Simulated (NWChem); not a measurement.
Species: C₃H₅ClSi; SMILES [SiH3]C=C=CCl

Results from NWChem. The geometry was optimised at PBE0/def2-SVP.

For level PBE0/def2-TZVP:

| Item | Value |
|---|---|
| highest occupied level (eV) | -7.20 |
| orbital gap (eV) | 6.07 |

### Question
Estimate the same quantities for level PBE/def2-TZVP.

### Answer
* **highest occupied level (eV)**: -6.04
* **orbital gap (eV)**: 3.94
